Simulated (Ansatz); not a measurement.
Consider the homolysis of the S–Si bond: `O[SiH](F)S` → `[SH]`• + `O[SiH]F`•.

Isolated molecules relaxed with PBE0-D4/def2-TZVP in Ansatz; ΔE leaves out vibrations. CCSD(T)/CBS is the MP2 limit (def2-TZVPP, def2-QZVPP) plus CCSD(T) − MP2 in def2-TZVPP, frozen cores. This one scheme is used for every species. DFT in def2-TZVPP. Open shells (•) are unrestricted, without spin–orbit coupling. Each species was taken in one conformer, which may not be the lowest.

`O[SiH](F)S`:

```xyz
7

O     1.630   -0.330   -0.065
Si    0.038   -0.352    0.255
F    -0.765   -1.300   -0.744
S    -0.737    1.611    0.020
H     1.933    0.118   -0.857
H    -0.112   -0.920    1.603
H    -1.987    1.174   -0.213
```

`[SH]`•:

Z-matrix (Å, degrees):
```
S
H 1 1.346
```

`O[SiH]F`•:

Cartesian coordinates in Å:
```
O -0.363 0.934 0.482
Si 0.061 -0.252 -0.563
F 0.084 -1.672 0.181
H -1.238 0.922 0.873
H 1.457 0.066 -0.972
```

What is ΔE at CCSD(T)/CBS? (Estimate.)

Ansatz gave: +415.2 kJ/mol.

What do these levels give: r2SCAN-D4, r2SCANh, LC-ωPBE, MP2/def2-SVP, HF/def2-QZVPP, CCSD/CBS(def2)? (Best estimate.)

Computed: r2SCAN-D4 396.1, r2SCANh 393.5, LC-ωPBE 391.7, MP2/def2-SVP 390.1, HF/def2-QZVPP 297.2, CCSD/CBS(def2) 405.9 kJ/mol.

Largest T1 diagnostic among the species: 0.014.

From BLYP to BHLYP (50 % exact exchange), in def2-TZVPP and without D4, ΔE moves by +13.9 kJ/mol. At CCSD(T), def2-SVP lies −36.2 kJ/mol from the extrapolated value and def2-TZVPP −14.7 kJ/mol: correlation converges slowly with the basis, and small sets miss more of it in the bonded molecule than in its fragments.
